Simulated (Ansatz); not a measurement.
A CCSD(T) single point on C2H3F3SSi (`C=CS[Si](F)(F)F`).

```yaml
crystal:
  periodic: [false, false, false]
  atoms:
    - {symbol: C, position_ang: [-0.875001, 0.893796, -1.327374]}
    - {symbol: C, position_ang: [-0.765746, -0.372284, -0.959731]}
    - {symbol: S, position_ang: [-1.029906, -0.935245, 0.713617]}
    - {symbol: Si, position_ang: [0.869572, -0.421983, 1.401874]}
    - {symbol: F, position_ang: [1.139078, 1.130184, 1.378135]}
    - {symbol: F, position_ang: [1.008778, -0.910407, 2.891193]}
    - {symbol: F, position_ang: [2.022384, -1.078667, 0.553351]}
    - {symbol: H, position_ang: [-0.725579, 1.174916, -2.364082]}
    - {symbol: H, position_ang: [-1.106057, 1.679789, -0.618096]}
    - {symbol: H, position_ang: [-0.537533, -1.160089, -1.668877]}
basis:
  gaussian: {orbitals: def2-TZVPP}
correlation: {method: ccsd_t}
```

```sh
$ ansatz run in.yaml --threads 2 --pin off --events-out ev --progress --plain --max-ram 22528MiB --backend cuda --devices 0, --max-vram 18GiB
```

The program prints (abridged):

```
Functional definition: HF
1730 factors; integrals over basis functions are off by at most 8.9e-4 eV
mean field evaluation 1: about -28912.0910 eV, gradient 4.8e1 eV
mean field evaluation 2: about -28912.4527 eV, gradient 4.9e1 eV
mean field evaluation 4: about -28916.8456 eV, gradient 3.7e0 eV
mean field evaluation 8: about -28916.9266 eV, gradient 3.2e-1 eV
mean field evaluation 16: about -28916.9274 eV, gradient 1.2e-6 eV
mean field -28916.92738778 eV, -1062.6774809037 hartree, gradient 1.2e-6 eV, S^2 0.000000; 0 other end points of the search recorded, 0 dependent functions left out
15 core orbitals not correlated: weight in the atoms' cores, before any rotation towards them, 1.000 or more for the frozen orbitals, at most 0.000 for the correlated occupied ones
reference -28916.92738778 eV, -1062.6774809037 hartree; 21, 21 occupied and 245, 245 virtual orbitals, 1730 factors
second order -36.67500493 eV of doubles, -0.00000000 eV of singles
cycle   1  -36.56921903 eV  change    1.1e-1 eV  update   1.2e-1
cycle   2  -37.34594293 eV  change   -7.8e-1 eV  update   3.6e-2
cycle   3  -37.52663240 eV  change   -1.8e-1 eV  update   1.8e-2
cycle   4  -37.50618311 eV  change    2.0e-2 eV  update   4.3e-3
cycle   5  -37.50381722 eV  change    2.4e-3 eV  update   1.8e-3
cycle   6  -37.50549403 eV  change   -1.7e-3 eV  update   5.5e-4
cycle   7  -37.50537915 eV  change    1.1e-4 eV  update   2.1e-4
cycle   8  -37.50521103 eV  change    1.7e-4 eV  update   7.3e-5
cycle   9  -37.50522430 eV  change   -1.3e-5 eV  update   3.3e-5
perturbative correction -1.39084929 eV, -0.0511127688 hartree
Total energy: -28955.82346137 eV, -1064.1068852433 hartree
```

Run time 7 s (2 threads of an AMD EPYC 7R13 on a shared host and a share of an NVIDIA H100 80 GB); peak host memory 1.2 GiB.

MP2 recovers 94.3 % of the CCSD(T) correlation energy and the triples give 3.6 %; T1 = 0.0121.
